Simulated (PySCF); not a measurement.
SSn, SMILES [S]=[Sn] (connectivity only; charge and spin as stated), neutral, multiplicity 1. Atoms are numbered in the order given.

```xyz
2

Sn     0.0000     0.0000    -0.5342
S      0.0000     0.0000     1.6693
```
Charge 0, spin multiplicity 1.

The structure is a stationary point at PBE0-D3(BJ)/def2-TZVP. The def2 effective core potentials stand for the cores of Sn; spin–orbit coupling is left out.

Level of theory: PySCF 2.14.0 with TDA-M06-2X/def2-TZVPD.

Vertical excitations; the highest root listed may be one member of a degenerate set.  State labels are in the subgroup C2v.

Computed UV-visible absorptions:
| state | symmetry | energy (eV) | λ (nm) | f | main pairs |
|---|---|---|---|---|---|
| S1 | A2 | 3.27 | 379 | 0.000 | HOMO−1→LUMO+1 49 %, HOMO→LUMO 49 % |
| S2 | B1 | 3.62 | 343 | 0.029 | HOMO−2→LUMO (degenerate set) |
| S3 | B2 | 3.62 | 343 | 0.029 | HOMO−2→LUMO+1 (degenerate set) |
| S4 | A1 | 3.62 | 342 | 0.000 | HOMO−1→LUMO, HOMO→LUMO+1 (degenerate set) |
| S5 | A2 | 3.62 | 342 | 0.000 | HOMO→LUMO, HOMO−1→LUMO+1 (degenerate set) |
| S6 | A1 | 5.41 | 229 | 0.079 | HOMO→LUMO+1 34 %, HOMO−1→LUMO 34 %, HOMO−2→LUMO+3 21 % |
| S7 | B1 | 6.17 | 201 | 0.090 | HOMO−1→LUMO+3, HOMO−1→LUMO+2 (degenerate set) |
| S8 | B2 | 6.17 | 201 | 0.090 | HOMO→LUMO+3, HOMO→LUMO+2 (degenerate set) |
| S9 | B1 | 6.61 | 187 | 0.037 | HOMO−1→LUMO+2, HOMO−1→LUMO+3 (degenerate set) |
| S10 | B2 | 6.61 | 187 | 0.037 | HOMO→LUMO+2, HOMO→LUMO+3 (degenerate set) |
| T1 | B1 | 2.64 | 470 | 0 | HOMO−2→LUMO (degenerate set) |
| T2 | B2 | 2.64 | 470 | 0 | HOMO−2→LUMO+1 (degenerate set) |
| T3 | A1 | 2.83 | 438 | 0 | HOMO−1→LUMO 48 %, HOMO→LUMO+1 48 % |
| T4 | A1 | 3.09 | 401 | 0 | HOMO→LUMO+1 49 %, HOMO−1→LUMO 49 % |
Triplets are in the Tamm–Dancoff approximation.
